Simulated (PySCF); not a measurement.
Give a GFN2-xTB geometry of `CCCc1ccoc(=O)c1`.

```
atom  x, y, z in Å
C1     2.245   -0.015    0.821
C2     1.877    0.230   -0.636
C3     0.709   -0.658   -1.094
C4    -0.562   -0.266   -0.410
C5    -1.262    0.900   -0.852
C6    -2.390    1.258   -0.210
O7    -2.896    0.593    0.825
C8    -2.279   -0.547    1.320
O9    -2.790   -1.098    2.261
C10   -1.070   -0.954    0.643
H11    1.398    0.185    1.473
H12    3.067    0.632    1.117
H13    2.554   -1.048    0.968
H14    2.742    0.019   -1.269
H15    1.608    1.279   -0.775
H16    0.582   -0.546   -2.173
H17    0.944   -1.701   -0.877
H18   -0.897    1.474   -1.687
H19   -2.988    2.118   -0.477
H20   -0.597   -1.842    1.029
```

Any rigid rotation of these coordinates is as good. Atoms count from 1 in this order. The 3 C–O bonds span 1.205 Å (C8=O9, drawn double) to 1.387 Å (O7–C8, drawn aromatic), a spread of 0.182 Å. The 6-membered ring C4–C5–C6–O7–C8–C10 has internal angles of 115.9° to 123.9° (sum 720°, against 720° for a flat polygon); it is planar, 0.00 Å rms from its mean plane, widest ring torsion 0°. Of the pairs four or more bonds apart, C4···H11 is among the closest relative to their van der Waals radii: 2.76 Å, 95 % of the sum of Bondi's values. The 7 C–C bonds span 1.347 Å (C5–C6, drawn aromatic) to 1.537 Å (C2–C3, drawn single), a spread of 0.190 Å.

Bonds between heavy atoms (Å): C1–C2 1.523, C2–C3 1.537, C3–C4 1.496, C4–C5 1.430, C5–C6 1.347, C6–O7 1.330, O7–C8 1.387, C8=O9 1.205, C8–C10 1.444, C4–C10 1.356.

Structure optimised with GFN2-xTB, isolated species.

Point group: C1 (no symmetry element, even within 0.4 Å). Whether it is a minimum is left open (no frequencies). One conformer, not necessarily the lowest (C1–C2–C3–C4 68°, C2–C3–C4–C5 77°).

These are computed values.
